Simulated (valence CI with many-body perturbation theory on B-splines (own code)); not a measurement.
**I13+: M1 decay**

Computed by valence CI with perturbative core correlation (CI+MBPT): four valence electrons over a frozen Dirac-Fock core [Kr], radial functions for each j: 7 s, 7 p, 8 d, 6 f, 4 g, 1 h, with the one-electron correlation potential Σ1, the two-electron term Σ2, the three-electron term Σ3, Breit, model QED; selected CI, second order for the rest, scaled by the run's own slope (own B-spline code, finite nucleus).

No measured levels were compared; by estimate terms of the open shell hold to 2 to 4 % of their energy, and close levels can change places. Excitations out of the core, of the other parity, are not computed and may begin above about 60.5 eV (a cautious bound); beyond it only levels of the ground parity were kept, without lifetimes.

Lines 1 to 50 of 120 in falling wavelength, among levels below 488360 cm⁻¹, chosen from the decays that carry over 1 % of a level's rate. Wavelengths and rates use the calculated energies, so an error of 2000 cm⁻¹ moves a line at 1347 nm by 27 % and its rate by three times that or more. Weak lines are less certain than strong ones. Lines between different terms over intervals too small for the method are left out, as are lines whose strength nearly cancels. Where a level lies close to another of its J and parity, the split of strength between their lines is uncertain.

Names give the largest LS component (configuration and term), which can be under half, so a name can repeat, a term be missing and a line seem to break the LS rules; names also repeat where a configuration has a term twice. Letters in brackets count levels of one name in rising energy.

| λ vac (nm) | Upper | Lower | Type | A (s⁻¹) | Branch % |
| --- | --- | --- | --- | --- | --- |
| 2481 | 4d4 3H_6 | 4d4 3H_5 | M1 | 8.81e-01 | 99.7 |
| 2474 | 4d4 5D_4 | 4d4 5D_3 | M1 | 1.55e+00 | 100.0 |
| 1944 | 4d4 5D_3 | 4d4 5D_2 | M1 | 5.77e+00 | 100.0 |
| 1657 | 4d4 5D_2 | 4d4 5D_1 | M1 | 1.10e+01 | 100.0 |
| 1599 | 4d4 5D_1 | 4d4 5D_0 | M1 | 1.07e+01 | 100.0 |
| 1347 | 4d4 3G_3 | 4d4 3H_4 | M1 | 3.02e+00 | 2.9 |
| 1249 | 4d4 3F_2 [b] | 4d4 3P_2 [d] | M1 | 4.69e+00 | 1.2 |
| 1167 | 4d4 3H_5 | 4d4 3H_4 | M1 | 1.20e+01 | 55.9 |
| 1078 | 4d4 3P_2 [b] | 4d4 3F_3 [a] | M1 | 5.13e+00 | 1.6 |
| 1039 | 4d4 3G_4 | 4d4 3G_3 | M1 | 1.50e+01 | 15.2 |
| 1027 | 4d4 3P_2 [a] | 4d4 3P_1 [a] | M1 | 1.04e+01 | 21.9 |
| 980.0 | 4d4 3P_2 [a] | 4d4 3F_2 [a] | M1 | 3.69e+00 | 7.7 |
| 847.4 | 4d4 3P_2 [d] | 4d4 3P_2 [c] | M1 | 1.23e+01 | 5.2 |
| 835.2 | 4d4 3P_2 [b] | 4d4 3P_2 [a] | M1 | 8.03e+00 | 2.5 |
| 824.4 | 4d4 3G_5 | 4d4 3G_4 | M1 | 2.98e+01 | 31.3 |
| 818.1 | 4d4 3F_4 [a] | 4d4 3H_5 | M1 | 1.00e+01 | 6.0 |
| 811.7 | 4d4 3P_1 [a] | 4d4 3P_0 [a] | M1 | 3.04e+01 | 10.7 |
| 785.9 | 4d4 3P_2 [c] | 4d4 3D_1 | M1 | 1.16e+01 | 4.2 |
| 785.4 | 4d4 3P_2 [a] | 4d4 3G_3 | M1 | 6.02e-01 | 1.3 |
| 775.0 | 4d4 3F_3 [a] | 4d4 3F_2 [a] | M1 | 1.22e+01 | 11.7 |
| 740.6 | 4d4 3D_1 | 4d4 3P_2 [a] | M1 | 2.29e+01 | 6.3 |
| 729.3 | 4d4 1G_4 [a] | 4d4 3G_5 | M1 | 1.08e+01 | 5.1 |
| 701.7 | 4d4 3P_2 [c] | 4d4 3P_2 [b] | M1 | 8.23e+00 | 2.9 |
| 661.4 | 4d4 3H_4 | 4d4 5D_4 | M1 | 3.27e+01 | 76.5 |
| 648.1 | 4d4 3F_3 [a] | 4d4 3G_3 | M1 | 5.44e+00 | 5.2 |
| 622.9 | 4d4 3F_2 [b] | 4d4 1F_3 | M1 | 1.41e+01 | 3.6 |
| 609.4 | 4d4 3D_3 | 4d4 3F_2 [a] | M1 | 4.11e+01 | 15.6 |
| 604.9 | 4d4 1G_4 [a] | 4d4 3D_3 | M1 | 7.58e+00 | 3.6 |
| 603.0 | 4d4 3G_5 | 4d4 3H_6 | M1 | 2.09e+01 | 21.9 |
| 586.5 | 4d4 3G_4 | 4d4 3H_4 | M1 | 5.26e+01 | 53.0 |
| 555.4 | 4d4 1F_3 | 4d4 3P_2 [b] | M1 | 5.86e+00 | 2.5 |
| 528.1 | 4d4 3D_3 | 4d4 3G_3 | M1 | 5.58e+01 | 21.1 |
| 521.9 | 4d4 3H_4 | 4d4 5D_3 | M1 | 1.00e+01 | 23.5 |
| 504.8 | 4d4 3F_2 [b] | 4d4 3P_2 [c] | M1 | 8.51e+00 | 2.2 |
| 499.5 | 4d4 3P_2 [c] | 4d4 3D_3 | M1 | 4.48e+01 | 16.0 |
| 499.1 | 4d4 1G_4 [a] | 4d4 3F_3 [a] | M1 | 3.66e+01 | 17.2 |
| 495.1 | 4d4 3F_4 [b] | 4d4 1G_4 [a] | M1 | 1.24e+01 | 2.4 |
| 485.1 | 4d4 3G_5 | 4d4 3H_5 | M1 | 3.43e+01 | 36.0 |
| 481.3 | 4d4 1I_6 | 4d4 3H_6 | M1 | 5.06e+01 | 44.8 |
| 481.0 | 4d4 3F_4 [a] | 4d4 3H_4 | M1 | 5.03e+01 | 30.1 |
| 460.7 | 4d4 3P_2 [b] | 4d4 3P_1 [a] | M1 | 2.54e+01 | 7.8 |
| 452.4 | 4d4 1G_4 [a] | 4d4 3F_4 [a] | M1 | 6.64e+01 | 31.2 |
| 450.9 | 4d4 3P_2 [b] | 4d4 3F_2 [a] | M1 | 2.60e+01 | 8.0 |
| 443.5 | 4d4 3G_3 | 4d4 5D_4 | M1 | 4.51e+00 | 4.3 |
| 430.4 | 4d4 3D_1 | 4d4 3P_1 [a] | M1 | 6.73e+01 | 18.6 |
| 425.0 | 4d4 3P_2 [c] | 4d4 3F_3 [a] | M1 | 1.76e+01 | 6.3 |
| 422.2 | 4d4 3H_5 | 4d4 5D_4 | M1 | 9.47e+00 | 44.1 |
| 421.8 | 4d4 3D_1 | 4d4 3F_2 [a] | M1 | 4.84e+01 | 13.4 |
| 420.6 | 4d4 1F_3 | 4d4 3D_3 | M1 | 6.42e+01 | 27.3 |
| 404.8 | 4d4 3P_2 [b] | 4d4 3G_3 | M1 | 6.31e+00 | 1.9 |
